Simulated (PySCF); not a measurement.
**A small calculation by hand: dipole moment from atomic charges**

Al(F)(Me)(SH) (CH4AlFS), SMILES [CH3][Al]([F])[SH]. Atoms are numbered in the order given.

```xyz
8

Al    -0.1174    -0.4053     0.0000
F     -1.7214    -0.8671     0.0000
C      1.2754    -1.7572     0.0000
H      1.1775    -2.4067    -0.8864
H      2.2907    -1.3305     0.0000
H      1.1775    -2.4067     0.8864
S      0.1983     1.7578     0.0000
H      1.5475     1.6360     0.0000
```
Charge 0, spin multiplicity 1.

Geometry: B3LYP-D3(BJ)/def2-SVP. The values are those of a single conformer.

Charges (e) from r2SCAN/def2-TZVP (PySCF):

| atom | ESP fit | IAO |
|---|---|---|
| Al1 | 0.877 | 1.172 |
| F2 | -0.375 | -0.572 |
| C3 | -0.927 | -0.844 |
| H4 | 0.232 | 0.171 |
| H5 | 0.197 | 0.164 |
| H6 | 0.232 | 0.171 |
| S7 | -0.400 | -0.376 |
| H8 | 0.165 | 0.114 |

The dipole moment of the full density is 2.62 D.

Question: What dipole moment does each set of point charges give, and which comes closer to that of the density?

Answer: 
μ = Σ q r, and 1 e Å = 4.8032 D.
ESP fit: Σ q r = (0.534, -0.213, 0.000) e Å, |μ| = 2.76 D.
IAO: Σ q r = (0.651, -0.012, 0.000) e Å, |μ| = 3.13 D.
ESP fit comes closer in size. Point charges leave out the atoms' own dipoles (lone pairs, polarised bonds); fits to the potential absorb them, partitions of the density don't.
